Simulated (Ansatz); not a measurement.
Consider the hydrogenolysis of a C–C bond: `CC[Si](N)(O)F` + H₂ → `C[Si](N)(O)F` + CH₄.

Calculated with Ansatz (gas phase, PBE0-D4/def2-TZVP geometries, no zero-point term in ΔE). CCSD(T)/CBS adds triple-zeta CCSD(T) − MP2 to the extrapolated MP2 energy (def2 sets, frozen cores). This one scheme is used for every species. Functionals use def2-TZVPP. B3LYP here is the variant with VWN-RPA as its local correlation; programs differ in this. One conformer a species, not always the lowest.

```tsv
level	ΔE (kJ/mol)	difference from CCSD(T)/CBS
PBE-D4	-77.1	2.1
r2SCAN-D4	-81.5	-2.3
PBE0-D4	-80.0	-0.8
B3LYP-D4	-81.8	-2.6
ωB97X-V	-79.9	-0.7
ωB97M-V	-80.6	-1.4
B2PLYP	-86.6	-7.4
PBE	-83.3	-4.1
r2SCAN	-83.3	-4.1
PBE0	-85.4	-6.2
B3LYP	-91.4	-12.2
HF/def2-TZVPP	-98.8	-19.6
MP2/def2-TZVPP	-77.2	2.0
SCS-MP2/def2-TZVPP	-79.9	-0.7
CCSD/def2-TZVPP	-83.1	-3.9
CCSD(T)/def2-TZVPP	-79.4	-0.2
HF/def2-QZVPP	-98.9	-19.7
MP2/def2-QZVPP	-77.1	2.1
SCS-MP2/def2-QZVPP	-79.8	-0.6
HF/CBS(def2)	-98.9	-19.7
MP2/CBS(def2)	-76.9	2.3
CCSD/CBS(def2)	-82.9	-3.7
CCSD(T)/CBS	-79.2	0
```

Largest T1 diagnostic among the species: 0.010.

The D4 term adds +9.6 kJ/mol with B3LYP and +5.4 kJ/mol with PBE0; it sums over pairs of atoms, weighted by their polarisabilities, and B3LYP, whose exchange is more repulsive, gets the larger term. In def2-TZVPP, CCSD(T) changes the Hartree–Fock value by +19.3 kJ/mol (the triples alone add +3.7 kJ/mol) and MP2 by +21.6 kJ/mol.
